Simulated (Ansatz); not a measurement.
The same path of Cl3GeH (5 atoms, charge 0, multiplicity 1) was run twice with different band settings. Lost on the way: Ge1–H2, Ge1–Cl3. Made: H2–Cl3.

Theory: RKS PBE0-D4/def2-SVP (Ansatz 0.2.0).

Relaxed end points:

```xyz
5
Properties=species:S:1:pos:R:3
Ge 0.177 0.000 0.286
H -0.066 0.000 1.792
Cl 2.270 0.000 -0.138
Cl -0.690 1.732 -0.616
Cl -0.690 -1.732 -0.616
```

```xyz
5
Properties=species:S:1:pos:R:3
Ge -1.042 0.003 0.171
H 1.726 -0.006 2.128
Cl 1.895 0.003 0.850
Cl -0.787 1.685 -1.224
Cl -0.792 -1.685 -1.218
```

Common settings: spring 5.0 eV/Å²; optimiser quadratic models (default); start path through a guess of the saddle point; force threshold 0.05 eV/Å; iteration limit 60; end points relaxed.

| run | movable images | climbing image |
| --- | --- | --- |
| 1 | 9 | yes |
| 2 | 8 | no |

Problem. What does each run give, and how far can it be trusted?

Solution. Run 1: converged after 9 iterations, highest image 2.166 eV above the first end. A vibrational analysis at the climbing image gives one clearly imaginary mode, 1060i cm⁻¹: a first-order saddle point.
Run 2: converged after 9 iterations, highest image 2.166 eV above the first end. No image climbed, so the highest image needn't sit at the top of the path.
The orbitals stay closed-shell, which can raise the energy where a bond breaks towards radicals; this wasn't checked here.
